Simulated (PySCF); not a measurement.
# Shapes and spin states of NiH₃

Level of theory: PBE0/[Ni def2-TZVP, H def2-TZVP], no relativity, density fitting, PySCF.

Relaxations began from a few typed shapes and spin states; open shells are unrestricted. The search is not exhaustive: other isomers or separated fragments can lie lower, and high-lying points may rest on an excited occupation.

(1) Order these stationary points by electronic energy, lowest first, in kJ/mol from the lowest minimum.
A. doublet C2v: Ni–H 1.416 Å, Ni–H 1.532 Å (×2); H–Ni–H 84.1° (×2), H–Ni–H 168.1°
B. doublet C2v: H–H 0.798 Å, Ni–H 1.516 Å, Ni–H 1.689 Å (×2); H–H–Ni 76.3° (×2), H–Ni–H 27.3°, H–Ni–H 166.3° (×2)
C. quartet D3h: Ni–H 1.556 Å (×3); H–Ni–H 120.0° (×3)

(2) Which of them are minima?

Answers

(1) B (0.0), A (118.4), C (203.8).

(2) By energy in kJ/mol, 0.0: minimum; 118.4: saddle point, 1 imaginary mode; 203.8: minimum.

For the lowest minimum: other spin states or occupations of the open shell can lie lower.
